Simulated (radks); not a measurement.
The numbers below are computed, except where a source is named.
Ionisation of N3+, [He] 2s2, to N4+, [He] 2s1, under several functionals. Scalar-relativistic Kohn-Sham, spin-polarised, spherical densities, point nucleus; open shells are filled with parallel spins first; a radial shooting solver on a logarithmic mesh with Libxc functionals.

| functional | E(N3+) (hartree) | Exc (hartree) | IE (eV) | -e(HOMO) (eV) | <r> HOMO (bohr) | IE error (eV) |
|---|---|---|---|---|---|---|
| BLYP | -51.22533 | -5.24514 | 76.467 | 68.072 | 1.106 | -1.007 |
| exchange-only B88 | -51.10526 | -5.12357 | 75.228 | 67.174 | 1.106 | -2.245 |
| PBE | -51.16299 | -5.18117 | 76.493 | 68.125 | 1.105 | -0.980 |
| LDA (Slater exchange, Perdew-Zunger correlation) | -50.75139 | -4.74537 | 76.217 | 67.791 | 1.109 | -1.257 |
| exchange-only PBE | -51.06444 | -5.07996 | 75.359 | 67.121 | 1.108 | -2.114 |
| LDA (Slater exchange, VWN5 correlation) | -50.75310 | -4.74723 | 76.213 | 67.800 | 1.108 | -1.260 |
| BP86 | -51.21974 | -5.24203 | 76.552 | 68.214 | 1.104 | -0.922 |

NIST Atomic Spectra Database: 77.474 eV (measured). Closest: BP86. The Delta-SCF values span 1.32 eV, the total energies 0.47 hartree. The highest occupied level is 2s.
